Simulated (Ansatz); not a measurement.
Mulliken charges of FH₂IO₂Zr, SMILES `[OH][Zr]([OH])([F])[I]` from ωB97M-V/def2-TZVPP in Ansatz (PBE0-D4/def2-TZVP geometry).

```json
{"atom": "O1", "x (Å)": "0.259", "y (Å)": "1.121", "z (Å)": "1.237", "charge (e)": "-0.482"}
{"atom": "Zr2", "x (Å)": "-0.042", "y (Å)": "-0.408", "z (Å)": "0.155", "charge (e)": "1.229"}
{"atom": "O3", "x (Å)": "0.443", "y (Å)": "-0.076", "z (Å)": "-1.649", "charge (e)": "-0.482"}
{"atom": "F4", "x (Å)": "1.021", "y (Å)": "-1.840", "z (Å)": "0.817", "charge (e)": "-0.379"}
{"atom": "I5", "x (Å)": "-2.704", "y (Å)": "-1.080", "z (Å)": "0.264", "charge (e)": "-0.239"}
{"atom": "H6", "x (Å)": "0.410", "y (Å)": "1.969", "z (Å)": "1.646", "charge (e)": "0.177"}
{"atom": "H7", "x (Å)": "0.675", "y (Å)": "0.246", "z (Å)": "-2.515", "charge (e)": "0.176"}
```

By hand: the dipole of these point charges (1 e Å = 4.8032 D).

Σ q r = (0.061, 0.342, -0.135) e Å, of length 0.373 e Å = 1.79 D.

How does the dipole of the full density compare? (Estimate.)

Ansatz gave: (0.403, 0.679, -0.255) e Å, 3.99 D; the point charges give 0.45 times that, at 20° from its direction.

Point charges leave out the atoms' own dipoles, such as those of lone pairs, and Mulliken's split depends on the basis, so the two needn't agree.
